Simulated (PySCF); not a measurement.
# Unknowns

- shieldings: GIAO PBE0/pcSseg-1
- GFN2-xTB geometry
- code: PySCF 2.14.0 with density-fitted response routines
- rapidly exchanging positions averaged, no relativistic terms, a single conformation, gas phase

Scale: ¹H (σ = 31.72 ppm), ¹³C (σ = 186.93 ppm) against TMS (reference shieldings calculated alike). Splittings of carbon signals by F and P are missing where no couplings were computed. Where no couplings were computed, multiplicities follow the n + 1 count of equivalent neighbours, and m marks all less simple cases (inequivalent or close neighbours, rings, F or P nearby). Shifts are as computed. Against solution values, carbons near 30 ppm lie about +3 ppm off and those near 130 ppm about +5 ppm. Of 1211 compounds with measured shifts, 218 miss one by over three times the rms of a fit or turn the order of signals round; such compounds aren't used in these exercises.

Task: CH₉FSi₄. ¹H NMR (300 MHz, computed): δ 6.85 (m, 1H), 5.12 (m, 1H), 4.34 (m, 1H), 4.15 (m, 1H), 4.06 (m, 1H), 3.86 (m, 1H), 0.25 (d, 3H). ¹³C{¹H} NMR (computed): δ -8.3 (CH3). What is it?

Result: `[Si@H]1(F)[Si@H](C)[SiH2][SiH2]1`. Rings plus π bonds: 1 (1 ring in the answer). Carbon types of the structure: 1 × CH3, leaving 6 H on heteroatoms. δC -8.3: methyl carbon bonded to Si; an electropositive neighbour leaves it electron-rich and shielded. δH 6.85: hydrogen on a silicon bonded to F, 2 Si, in a 4-membered ring. δH 4.34, 4.15, 4.06, 3.86: hydrogen on a silicon bonded to 2 Si, in a 4-membered ring. δH 0.25: hydrogen on a methyl carbon bonded to Si; an electropositive neighbour shields it, as in TMS itself.

The shifts were computed for this structure.

Task: C₆H₁₀. ¹H NMR (400 MHz, computed): δ 5.27 (m, 1H), 5.25 (m, 1H), 2.10 (m, 2H), 1.79 (m, 3H), 1.09 (t, 3H). ¹³C{¹H} NMR (computed): δ 215.8 (C), 98.3 (CH), 91.0 (CH), 30.0 (CH2), 18.8 (CH3), 18.0 (CH3). Identify the compound.

Result: `CCC=C=CC`. Rings plus π bonds: 2 (no ring in the answer). 6 carbon signals for 6 carbons: no two carbons are equivalent. Carbon types of the structure: 1 × C, 2 × CH, 1 × CH2, 2 × CH3, which accounts for all hydrogens. δC 215.8: central carbon of an allene; the central sp carbon of an allene is among the most deshielded carbons of hydrocarbons. δC 98.3, 91.0: terminal carbon of a cumulated C=C=C unit. δC 18.0: methyl carbon; saturated and bonded to C and H only. δH 1.79: hydrogen on an allylic methyl carbon; allylic position.

The data come from this structure; uniqueness wasn't tested.

Task: C₆H₈. ¹H NMR (300 MHz, computed): δ 6.65 (m, 2H), 6.44 (m, 2H), 5.57 (m, 2H), 5.47 (m, 2H). ¹³C{¹H} NMR (computed): δ 145.7 (CH), 142.6 (CH), 125.6 (CH2). Identify the compound.

Result: divinylethylene. The formula gives 3 degrees of unsaturation (no ring in the answer). 3 carbon signals for 6 carbons: some carbons are equivalent by symmetry or fast rotation. Carbon types of the structure: 4 × CH, 2 × CH2, which accounts for all hydrogens. δC 145.7, 142.6: alkene CH; as expected for a trigonal carbon in a double bond. δC 125.6: terminal =CH2 carbon; an sp2 carbon of a C=C bond. δH 6.65, 6.44: hydrogen on an alkene CH; attached to an sp2 carbon and in the plane of the double bond. δH 5.57, 5.47: hydrogen on a terminal =CH2 carbon; attached to an sp2 carbon and in the plane of the double bond.

This is the structure that produced the data.
